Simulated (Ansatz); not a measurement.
Reaction (hydrogenolysis of a C–S bond): `CSCB(N)F` + H₂ → `CB(N)F` + CH₃SH

Gas-phase electronic energies from Ansatz, PBE0-D4/def2-TZVP geometries. CCSD(T)/CBS is the MP2 limit (def2-TZVPP, def2-QZVPP) plus CCSD(T) − MP2 in def2-TZVPP, frozen cores. This one scheme is used for every species. DFT in def2-TZVPP. One conformer a species, not always the lowest.

```json
{"level": "PBE-D4", "ΔE (kcal/mol)": "-13.9"}
{"level": "r2SCAN-D4", "ΔE (kcal/mol)": "-14.8"}
{"level": "ωB97M-V", "ΔE (kcal/mol)": "-15.3"}
{"level": "r2SCAN", "ΔE (kcal/mol)": "-15.4"}
{"level": "HF/def2-TZVPP", "ΔE (kcal/mol)": "-21.9"}
{"level": "SCS-MP2/def2-TZVPP", "ΔE (kcal/mol)": "-15.5"}
{"level": "CCSD/def2-TZVPP", "ΔE (kcal/mol)": "-17.3"}
{"level": "SCS-MP2/def2-QZVPP", "ΔE (kcal/mol)": "-15.1"}
```

Q: What does CCSD(T)/CBS give? (Estimate.)

A: Computed: -14.9 kcal/mol. The listed levels differ from it by 1.0, 0.1, -0.4, -0.5, -7.0, -0.6, -2.4, -0.2 kcal/mol.

Largest T1 diagnostic among the species: 0.011.

From PBE to PBE0 (25 % exact exchange), in def2-TZVPP and without D4, ΔE moves by −0.9 kcal/mol. The D4 term adds +3.2 kcal/mol with B3LYP and +1.8 kcal/mol with PBE0; it sums over pairs of atoms, weighted by their polarisabilities, and B3LYP, whose exchange is more repulsive, gets the larger term. In def2-TZVPP, CCSD(T) changes the Hartree–Fock value by +6.2 kcal/mol (the triples alone add +1.5 kcal/mol) and MP2 by +7.9 kcal/mol.

B3LYP here is the variant with VWN-RPA as its local correlation; programs differ in this.
